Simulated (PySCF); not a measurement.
## LiI⁻: frontier orbitals

CAM-B3LYP at R = 2.580 Å; Li aug-cc-pVDZ, I aug-cc-pVDZ-PP with ECP28; scalar-relativistic core potentials (PySCF 2.14). State: ²Σ⁺ (doublet), unpaired electrons σ ↑. Only the outer orbitals are listed, counted within each symmetry, core potentials removing the inner ones.

| spin | orbital | occ. | ε (eV) | on Li (%) | main shells (%) |
| --- | --- | --- | --- | --- | --- |
| α | 5σ | 1 | -15.41 | 5 | 95 I s |
| α | 6σ | 1 | -4.59 | 19 | 81 I p, 11 Li s |
| α | 3π | 1 | -3.97 | 2 | 98 I p |
| α | 3π | 1 | -3.97 | 2 | 98 I p |
| α | 7σ | 1 | -0.28 | 95 | 62 Li s, 32 Li p |
| α | 4π | 0 | 2.00 | 102 | 101 Li p |
| α | 4π | 0 | 2.00 | 102 | 101 Li p |
| α | 8σ | 0 | 2.03 | 92 | 100 Li p, 12 I s |
| β | 5σ | 1 | -15.39 | 5 | 95 I s |
| β | 6σ | 1 | -4.55 | 19 | 81 I p, 10 Li s |
| β | 3π | 1 | -3.96 | 2 | 98 I p |
| β | 3π | 1 | -3.96 | 2 | 98 I p |
| β | 7σ | 0 | 1.92 | 106 | 87 Li p, 19 Li s |
| β | 4π | 0 | 1.95 | 101 | 101 Li p |
| β | 4π | 0 | 1.95 | 101 | 101 Li p |

Q: Which are the highest filled and the lowest empty level, where do they sit, and how wide is the gap?

A: Highest filled α 7σ at -0.28 eV (in %: 62 Li s, 32 Li p); lowest empty β 7σ at 1.92 eV (in %: 87 Li p, 19 Li s); the gap at CAM-B3LYP is 2.20 eV. An empty level above zero is unbound, and its energy depends on the basis.

The bond order (Mayer) is 0.91 and the ⟨S²⟩ is 0.750. The charge on Li (Mulliken, basis-dependent) is -0.50. The charge on Li (Löwdin, basis-dependent) is -0.59 and the dipole moment (positive dipole points towards I; it is taken about the centre of mass and depends on that origin) is 8.88 D. The polarisability along the bond is 354.1 bohr³ and the polarisability across the bond is 453.7 bohr³.

Shares are Mulliken populations and can fall outside 0 to 100 %.

Spin–orbit coupling is left out. The state is the lowest determinant that a PBE0 search found; another state may lie lower at other levels.
